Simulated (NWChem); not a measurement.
# C₄H₄ClF; SMILES C1(Cl)=C[C@@H](C1)F

```xyz
10

F      0.0665     2.5469     0.4783
C      0.0302     1.5121    -0.4153
C      1.0330     0.4097    -0.2006
C      0.0530    -0.4963    -0.0700
Cl     0.0348    -2.1954     0.0827
C     -1.0942     0.4701    -0.1643
H      0.0219     1.9411    -1.4327
H      2.1221     0.3688    -0.2164
H     -1.6243     0.6535     0.7821
H     -1.8193     0.3050    -0.9769
```
Atoms are numbered in this order, from 1.

Results from NWChem. All runs use the structure optimised with PBE0/def2-SVP. Level: M05-2X/def2-SVP with COSMO at NWChem's default radii, gas-phase geometry; rows give the dielectric constant.

For dielectric constant 2.4:

```
Item                                       Result
-----------------------------------------  ------
electrostatic solvation energy (kcal/mol)    -1.9
dipole in solution (D)                       1.44
```

### Question
How do the values read with dielectric constant 37.5 instead?

### Answer
| Quantity | Value |
|---|---|
| electrostatic solvation energy (kcal/mol) | -3.3 |
| dipole in solution (D) | 1.59 |
